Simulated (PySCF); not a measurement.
PySCF input (TPSSh/def2-TZVPD):

```python
from pyscf import gto, scf, dft

mol = gto.M(
    atom='''
    Cl    1.80969569    0.20681023   -0.06841013
    C     0.58736996   -0.91028273   -0.03211358
    C    -0.71795300   -0.91441135    0.01870081
    Cl   -1.68728524    0.54456140    0.07125901
    H    -1.29747925   -1.82515317    0.03204563
    ''',
    basis='def2-tzvpd',
    charge=0,
    spin=1,
    verbose=4,
)

mf = dft.UKS(mol, xc='tpssh').density_fit(auxbasis='def2-universal-jkfit')
mf.grids.level = 3
mf.conv_tol = 1e-9
mf.max_cycle = 100
mf.max_memory = 1500
mf.kernel()
if not mf.converged:
    mf = mf.newton()
    mf.kernel(mf.make_rdm1())
for _ in range(2):
    mo, _, stable, _ = mf.stability(return_status=True)
    if stable:
        break
    mf.kernel(mf.make_rdm1(mo, mf.mo_occ))
mf.analyze()
```

Output:

```
PySCF version 2.14.0

[INPUT] verbose = 4
[INPUT] num. atoms = 5
[INPUT] num. electrons = 47
[INPUT] charge = 0
[INPUT] spin (= nelec alpha-beta = 2S) = 1
[INPUT] symmetry False subgroup None
[INPUT] Mole.unit = angstrom
[INPUT] Symbol           X                Y                Z      unit          X                Y                Z       unit  Magmom
[INPUT]  1 Cl     1.809695690000   0.206810230000  -0.068410130000 AA    3.419829222906   0.390814694458  -0.129276409846 Bohr   0.0
[INPUT]  2 C      0.587369960000  -0.910282730000  -0.032113580000 AA    1.109968358197  -1.720185055621  -0.060685871079 Bohr   0.0
[INPUT]  3 C     -0.717953000000  -0.914411350000   0.018700810000 AA   -1.356734540310  -1.727987016694   0.035339409208 Bohr   0.0
[INPUT]  4 Cl    -1.687285240000   0.544561400000   0.071259010000 AA   -3.188506997621   1.029071904010   0.134660012808 Bohr   0.0
[INPUT]  5 H     -1.297479250000  -1.825153170000   0.032045630000 AA   -2.451880434806  -3.449039626682   0.060557464189 Bohr   0.0

nuclear repulsion = 171.57780582636
number of shells = 63
number of NR pGTOs = 259
number of NR cGTOs = 175
basis = def2-tzvpd
ecp = {}

******** <class 'pyscf.df.df_jk.DFUKS'> ********
method = DFUKS
initial guess = minao
damping factor = 0
level_shift factor = 0
DIIS = <class 'pyscf.scf.diis.CDIIS'>
diis_start_cycle = 1
diis_space = 8
diis_damp = 0
SCF conv_tol = 1e-09
SCF conv_tol_grad = None
SCF max_cycles = 100
direct_scf = False
number electrons alpha = 24  beta = 23
XC library pyscf.dft.libxc version 7.1.2
    S. Lehtola, C. Steigemann, M. J. T. Oliveira, and M. A. L. Marques,  SoftwareX 7, 1–5 (2018)
XC functionals = tpssh
    V. N. Staroverov, G. E. Scuseria, J. Tao, and J. P. Perdew,  J. Chem. Phys. 119, 12129 (2003)
radial grids:
    Treutler-Ahlrichs [JCP 102, 346 (1995); DOI:10.1063/1.469408] (M4) radial grids

becke partition: Becke, JCP 88, 2547 (1988); DOI:10.1063/1.454033
pruning grids: <function nwchem_prune>
grids dens level: 3
symmetrized grids: False
atomic radii adjust function: <function treutler_atomic_radii_adjust>
small_rho_cutoff = 0
Set gradient conv threshold to 3.16228e-05
tot grids = 75808
******** <class 'pyscf.df.df.DF'> ********
auxbasis = def2-universal-jkfit
init E= -997.677159697361
  alpha nocc = 24  HOMO = -0.217874785672834  LUMO = -0.0571958203639567
  beta  nocc = 23  HOMO = -0.271876803217317  LUMO = -0.217874785672841

WARN: HOMO -0.217874785672834 >= LUMO -0.217874785672841

[...]
  beta  nocc = 23  HOMO = -0.251064911204164  LUMO = -0.136459803887181
  HOMO = -0.251064911204  LUMO = -0.136459803887  gap/eV = 3.11856
Extra cycle  E= -997.203185814618  delta_E= 5e-11  |g|= 1.2e-05  |ddm|= 1.61e-05
converged SCF energy = -997.203185814618  <S^2> = 0.76282093  2S+1 = 2.0127801
uhf_internal: lowest eigs of H = [0.13560444 0.20125678 0.29278396]
<class 'pyscf.df.df_jk.DFUKS'> wavefunction is stable in the internal stability analysis
**** SCF Summaries ****
Total Energy =                        -997.203185814617882
Nuclear Repulsion Energy =             171.577805826360475
One-electron Energy =                -1714.487786276330780
Two-electron Energy =                  545.706794635352480
Two-electron Coulomb Energy =          613.427123495333262
DFT Exchange-Correlation Energy =      -67.720328859980825
HOMO-LUMO gap [eV] =                     3.118563815065949
**** MO energy ****
                             alpha | beta                alpha | beta
MO #1   energy= -101.429303187975  | -101.428062718144  occ= 1 | 1
MO #2   energy= -101.39290109277   | -101.392132765818  occ= 1 | 1
MO #3   energy= -10.2065020904035  | -10.1910020891955  occ= 1 | 1
MO #4   energy= -10.1892694833337  | -10.1899837808365  occ= 1 | 1
MO #5   energy= -9.42928594068967  | -9.42823446793608  occ= 1 | 1
MO #6   energy= -9.3936069427888   | -9.39295585475312  occ= 1 | 1
MO #7   energy= -7.17747272728245  | -7.17614989289137  occ= 1 | 1
MO #8   energy= -7.16918933059284  | -7.16688945358807  occ= 1 | 1
MO #9   energy= -7.16766885910926  | -7.16647770319516  occ= 1 | 1
MO #10  energy= -7.14290803544722  | -7.14062374603606  occ= 1 | 1
MO #11  energy= -7.13216067172829  | -7.1319573109971   occ= 1 | 1
MO #12  energy= -7.13176327919528  | -7.13127057110325  occ= 1 | 1
MO #13  energy= -0.903135191113542 | -0.892417210003703 occ= 1 | 1
MO #14  energy= -0.851060558890701 | -0.84702518669307  occ= 1 | 1
MO #15  energy= -0.731345984874867 | -0.718589741418167 occ= 1 | 1
MO #16  energy= -0.561381462521467 | -0.549967491631222 occ= 1 | 1
MO #17  energy= -0.480477942026753 | -0.469195535383964 occ= 1 | 1
MO #18  energy= -0.461570706559689 | -0.445599931717663 occ= 1 | 1
MO #19  energy= -0.400992684690928 | -0.394411872053155 occ= 1 | 1
MO #20  energy= -0.377065557846145 | -0.357806697990455 occ= 1 | 1
MO #21  energy= -0.34595407532079  | -0.345882254477611 occ= 1 | 1
MO #22  energy= -0.312605752000596 | -0.31010885569226  occ= 1 | 1
MO #23  energy= -0.257332806437355 | -0.251064911204164 occ= 1 | 1
MO #24  energy= -0.254926905389813 | -0.136459803887181 occ= 1 | 0
MO #25  energy= -0.0361343323750705 | -0.0234099224425395 occ= 0 | 0
MO #26  energy= -0.0154787033695828 | -0.0063865509325426 occ= 0 | 0
MO #27  energy= 0.00689106504362041 | 0.0114069715888819 occ= 0 | 0
MO #28  energy= 0.0198964432058843 | 0.0239419187344694 occ= 0 | 0
MO #29  energy= 0.0272097636956439 | 0.0316686717974262 occ= 0 | 0
MO #30  energy= 0.0407932719436465 | 0.0432969612430709 occ= 0 | 0
MO #31  energy= 0.0423540426509885 | 0.0461130667721912 occ= 0 | 0
MO #32  energy= 0.0665304660514329 | 0.0673878559984151 occ= 0 | 0
MO #33  energy= 0.0667256038963821 | 0.0683434068620074 occ= 0 | 0
MO #34  energy= 0.0818772887022371 | 0.0843505325200628 occ= 0 | 0
MO #35  energy= 0.0908503911157201 | 0.0945403018288961 occ= 0 | 0
MO #36  energy= 0.113849958040233  | 0.121216529290406  occ= 0 | 0
MO #37  energy= 0.119284752574657  | 0.122455770411758  occ= 0 | 0
MO #38  energy= 0.12372218222486   | 0.127027997010136  occ= 0 | 0
MO #39  energy= 0.148823232207577  | 0.153493542225185  occ= 0 | 0
MO #40  energy= 0.180846008854644  | 0.182041545937592  occ= 0 | 0
MO #41  energy= 0.181248118697414  | 0.184238952719687  occ= 0 | 0
MO #42  energy= 0.19037558973542   | 0.195292044523179  occ= 0 | 0
MO #43  energy= 0.201522927884417  | 0.205416759712008  occ= 0 | 0
MO #44  energy= 0.201719760216542  | 0.206176280176134  occ= 0 | 0
MO #45  energy= 0.212162169764979  | 0.21484930936852   occ= 0 | 0
MO #46  energy= 0.215389389914785  | 0.219028778950114  occ= 0 | 0
MO #47  energy= 0.238012676257645  | 0.24365273262811   occ= 0 | 0
MO #48  energy= 0.258083935513228  | 0.262345360177275  occ= 0 | 0
MO #49  energy= 0.259763699250245  | 0.263606792693372  occ= 0 | 0
MO #50  energy= 0.262640610575642  | 0.270008494431859  occ= 0 | 0
MO #51  energy= 0.265080368087239  | 0.270411136635908  occ= 0 | 0
MO #52  energy= 0.276413428658722  | 0.279809153286026  occ= 0 | 0
MO #53  energy= 0.296630576123518  | 0.300022842935112  occ= 0 | 0
MO #54  energy= 0.307122649141656  | 0.311556228190715  occ= 0 | 0
MO #55  energy= 0.308776358478274  | 0.315699923553352  occ= 0 | 0
MO #56  energy= 0.329756873414129  | 0.332569146529766  occ= 0 | 0
MO #57  energy= 0.344277448630563  | 0.345728868638958  occ= 0 | 0
MO #58  energy= 0.347513135257658  | 0.356405891245362  occ= 0 | 0
MO #59  energy= 0.354843034411287  | 0.365925971255355  occ= 0 | 0
MO #60  energy= 0.360349341903519  | 0.367057064333824  occ= 0 | 0
MO #61  energy= 0.399041523089973  | 0.40045604738858   occ= 0 | 0
MO #62  energy= 0.401840004333887  | 0.405589272513335  occ= 0 | 0
MO #63  energy= 0.433457696850816  | 0.440510915036018  occ= 0 | 0
MO #64  energy= 0.474214234082229  | 0.479758613782125  occ= 0 | 0
MO #65  energy= 0.485520602966494  | 0.495595472393702  occ= 0 | 0
MO #66  energy= 0.502055792973652  | 0.506236687910405  occ= 0 | 0
MO #67  energy= 0.530426553217633  | 0.53341533164767   occ= 0 | 0
MO #68  energy= 0.538849985014435  | 0.543282354814624  occ= 0 | 0
MO #69  energy= 0.545133681894623  | 0.549942736732054  occ= 0 | 0
MO #70  energy= 0.548628073372098  | 0.554194274034289  occ= 0 | 0
MO #71  energy= 0.571776411569063  | 0.576187440267759  occ= 0 | 0
MO #72  energy= 0.58352391737858   | 0.587387466820979  occ= 0 | 0
MO #73  energy= 0.592384295728294  | 0.595317441229073  occ= 0 | 0
MO #74  energy= 0.598389878263541  | 0.604562618864765  occ= 0 | 0
MO #75  energy= 0.601465719111833  | 0.608573060843388  occ= 0 | 0
MO #76  energy= 0.629469596300904  | 0.633978637167397  occ= 0 | 0
MO #77  energy= 0.654133424979765  | 0.662381903174359  occ= 0 | 0
MO #78  energy= 0.660956403815678  | 0.663491913158966  occ= 0 | 0
MO #79  energy= 0.662500415881671  | 0.667887638460626  occ= 0 | 0
MO #80  energy= 0.694922398296463  | 0.709520749023664  occ= 0 | 0
MO #81  energy= 0.712207348617014  | 0.71901199000115   occ= 0 | 0
MO #82  energy= 0.733084918766724  | 0.742754433417329  occ= 0 | 0
MO #83  energy= 0.743684892767602  | 0.749303207458843  occ= 0 | 0
MO #84  energy= 0.761822451581611  | 0.769141482823268  occ= 0 | 0
MO #85  energy= 0.769848855195473  | 0.773666078158506  occ= 0 | 0
MO #86  energy= 0.804387141989072  | 0.817648994228226  occ= 0 | 0
MO #87  energy= 0.812837916624601  | 0.818741928079489  occ= 0 | 0
MO #88  energy= 0.864686831437673  | 0.874574280242339  occ= 0 | 0
MO #89  energy= 0.903564509811286  | 0.920275058890939  occ= 0 | 0
MO #90  energy= 0.933492450153167  | 0.938871627174273  occ= 0 | 0
MO #91  energy= 1.01233120688057   | 1.03034455706401   occ= 0 | 0
MO #92  energy= 1.07031094503271   | 1.08487126908483   occ= 0 | 0
MO #93  energy= 1.19155997098131   | 1.20243386929625   occ= 0 | 0
MO #94  energy= 1.23229883020149   | 1.24303384139035   occ= 0 | 0
MO #95  energy= 1.23584816626904   | 1.24918600927113   occ= 0 | 0
MO #96  energy= 1.28886572382443   | 1.30708382542219   occ= 0 | 0
MO #97  energy= 1.35781564259714   | 1.36133524651722   occ= 0 | 0
MO #98  energy= 1.39973375584221   | 1.41003773528105   occ= 0 | 0
MO #99  energy= 1.46500736800041   | 1.47505342330639   occ= 0 | 0
MO #100 energy= 1.52184295932107   | 1.54069579711347   occ= 0 | 0
MO #101 energy= 1.69001490237278   | 1.72472494588651   occ= 0 | 0
MO #102 energy= 1.72994462860086   | 1.73924894275237   occ= 0 | 0
MO #103 energy= 1.7373389904678    | 1.75763687061962   occ= 0 | 0
MO #104 energy= 1.80373188457038   | 1.81434452134461   occ= 0 | 0
[...]
```

It need not be the lowest isomer of its formula.
